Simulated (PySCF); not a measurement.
F₃GeHO, SMILES [OH][Ge]([F])([F])[F].

Geometry optimised at PBE0-D3(BJ)/def2-SVP. One conformer was computed; it need not be the lowest.

The numbers are results of PBE/def2-TZVP in PySCF, not measurements.

Symmetry labels are those of the subgroup Cs that the program uses (full group Cs).

Computed valence orbital energies around the gap with their symmetry:
```json
[
 {"orbital": "HOMO−7", "symmetry": "A'", "energy (eV)": "-10.96"},
 {"orbital": "HOMO−6", "symmetry": "A'", "energy (eV)": "-10.54"},
 {"orbital": "HOMO−5", "symmetry": "A\"", "energy (eV)": "-10.54"},
 {"orbital": "HOMO−4", "symmetry": "A'", "energy (eV)": "-10.23"},
 {"orbital": "HOMO−3", "symmetry": "A\"", "energy (eV)": "-10.22"},
 {"orbital": "HOMO−2", "symmetry": "A\"", "energy (eV)": "-9.97"},
 {"orbital": "HOMO−1", "symmetry": "A'", "energy (eV)": "-9.65"},
 {"orbital": "HOMO", "symmetry": "A\"", "energy (eV)": "-8.80"},
 {"orbital": "LUMO", "symmetry": "A'", "energy (eV)": "-2.42"},
 {"orbital": "LUMO+1", "symmetry": "A'", "energy (eV)": "0.01"},
 {"orbital": "LUMO+2", "symmetry": "A'", "energy (eV)": "0.83"},
 {"orbital": "LUMO+3", "symmetry": "A\"", "energy (eV)": "1.06"}
]
```
